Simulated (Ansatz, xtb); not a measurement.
**Two isomers of C4H9GeOP**

We compare I, `C=C1C[O][Ge@H]([PH2])[CH2]1`, a singlet, with II, `[PH2][Ge@@H]1[CH]=CCC[O]1`, a singlet. Both are isolated molecules in the gas phase, relaxed with B3LYP-D3(BJ)/def2-SVP; each stands in its lowest conformer found.

Problem. Estimate E(II) − E(I) at the level CCSD(T)/def2-SVP + ΔMP2/def2-TZVPP.

Solution. Calculated at CCSD(T)/def2-SVP + ΔMP2/def2-TZVPP: E(II) − E(I) = −1.57 kcal/mol, so structure II lies lower.

Level by level:

```json
{"level": "B3LYP-D3(BJ)/def2-SVP", "geometry": "B3LYP-D3(BJ)/def2-SVP", "E(II) − E(I) (kcal/mol)": "−2.69", "departure from the last row (kcal/mol)": "−1.12", "job, with rough time for the two": "optimisation, 2.1 min"}
{"level": "HF/def2-SVP", "geometry": "B3LYP-D3(BJ)/def2-SVP", "E(II) − E(I) (kcal/mol)": "−3.94", "departure from the last row (kcal/mol)": "−2.37", "job, with rough time for the two": "part of the CCSD(T) run"}
{"level": "MP2/def2-SVP", "geometry": "B3LYP-D3(BJ)/def2-SVP", "E(II) − E(I) (kcal/mol)": "−2.17", "departure from the last row (kcal/mol)": "−0.60", "job, with rough time for the two": "part of the CCSD(T) run"}
{"level": "CCSD(T)/def2-SVP", "geometry": "B3LYP-D3(BJ)/def2-SVP", "E(II) − E(I) (kcal/mol)": "−2.64", "departure from the last row (kcal/mol)": "−1.07", "job, with rough time for the two": "single point"}
{"level": "CCSD(T)/def2-SVP + ΔMP2/def2-TZVPP", "geometry": "B3LYP-D3(BJ)/def2-SVP", "E(II) − E(I) (kcal/mol)": "−1.57", "departure from the last row (kcal/mol)": "", "job, with rough time for the two": "single point, 3 min"}
```

As drawn, both hold the same kinds of bond in the same numbers. Structure I has a 5-membered ring, II a 6-membered ring.

None of the levels shown reverses the order. The largest departure from CCSD(T)/def2-SVP + ΔMP2/def2-TZVPP is that of HF/def2-SVP, 2.37 kcal/mol. Levels run at GFN2-xTB geometries aren't shown. The last row adds to CCSD(T) the change of the MP2 difference between the two basis sets, here +1.07 kcal/mol.

With thermal terms from frequencies at re-optimised GFN2-xTB minima (ideal gas, soft modes damped towards free rotors, one conformer each, 298.15 K, 1 atm): the zero-point term adds +0.76 kcal/mol; ΔH is −0.95 and ΔG −0.52 kcal/mol.

The correlated steps freeze 19 core orbitals; the filled d shell of Ge is correlated, in a basis made for valence electrons. Run with Ansatz 0.2.0, xtb 6.7.1; the last row on 4 threads of Arm Neoverse V1 on a shared host.
